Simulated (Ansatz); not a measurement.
Consider the redistribution: `[NH2][Mo](=[O])(=[O])[OH]` + `[CH3][W]([NH2])(=[O])=[O]` → `[NH2][Mo]([NH2])(=[O])=[O]` + `[CH3][W](=[O])(=[O])[OH]`.

Isolated molecules relaxed with PBE0-D4/def2-TZVP in Ansatz; ΔE leaves out vibrations. CCSD(T)/CBS adds triple-zeta CCSD(T) − MP2 to the extrapolated MP2 energy (def2 sets, frozen cores). Functionals use def2-TZVPP. B3LYP here is the variant with VWN-RPA as its local correlation; programs differ in this. def2 core potentials past Kr. For Mo, W outer-core shells are correlated without core-valence functions, which leaves a few kJ/mol of doubt a bond. One conformer a species, not always the lowest.

`[NH2][Mo](=[O])(=[O])[OH]`:

Cartesian coordinates in Å:
```
N 1.099 0.078 0.907
Mo -0.286 0.341 -0.401
O 0.372 1.177 -1.700
O -1.530 1.202 0.329
O -0.928 -1.314 -1.020
H 0.941 0.115 1.903
H 2.083 0.095 0.684
H -1.751 -1.695 -0.703
```

`[CH3][W]([NH2])(=[O])=[O]`:

```xyz
10

C     0.819    1.174   -0.636
W     0.322   -0.629    0.356
N    -1.609   -0.779    0.401
O     1.043   -1.874   -0.565
O     0.994   -0.493    1.920
H     1.906    1.288   -0.674
H     0.434    1.164   -1.659
H     0.399    2.030   -0.102
H    -2.168   -0.537    1.207
H    -2.140   -1.344   -0.246
```

`[NH2][Mo]([NH2])(=[O])=[O]`:

Z-matrix (Å, degrees):
```
Mo
N 1 1.932
O 1 1.683 2 107.8
N 1 1.932 2 111.3 3 118.1
O 1 1.683 2 107.9 3 -123.8
H 2 1.008 1 123.9 3 -24.1
H 2 1.008 1 123.9 3 148.0
H 4 1.008 1 123.9 2 -93.9
H 4 1.008 1 123.9 2 94.0
```

`[CH3][W](=[O])(=[O])[OH]`:

Z-matrix (Å, degrees):
```
C
W 1 2.109
H 1 1.094 2 109.7
H 1 1.092 2 110.4 3 119.6
H 1 1.094 2 110.0 3 -120.5
O 2 1.703 1 105.3 3 -178.1
O 2 1.704 1 105.1 3 -62.1
O 2 1.880 1 109.2 3 58.8
H 8 0.959 2 128.0 1 113.6
```

Task: Is it downhill or uphill in electronic energy at CCSD(T)/CBS, and by how much? (Best estimate.)

Result: Computed: Uphill: ΔE = +1.6 kcal/mol.

Task: What do these levels give: r2SCAN-D4, B3LYP-D4, BHLYP-D4, revPBE, BHLYP, HF/def2-QZVPP? (Estimate.)

Result: Ansatz gave: r2SCAN-D4 1.6, B3LYP-D4 1.4, BHLYP-D4 1.2, revPBE 1.7, BHLYP 1.2, HF/def2-QZVPP 1.0 kcal/mol.

Largest T1 diagnostic among the species: 0.025, so the coupled-cluster value is less sure than usual.

Leaving LDA and LC-ωPBE aside and taking each functional with its dispersion term where it has one, the values, not all of them listed here, spread over 0.5 kcal/mol, from BHLYP-D4 to PBE-D4.
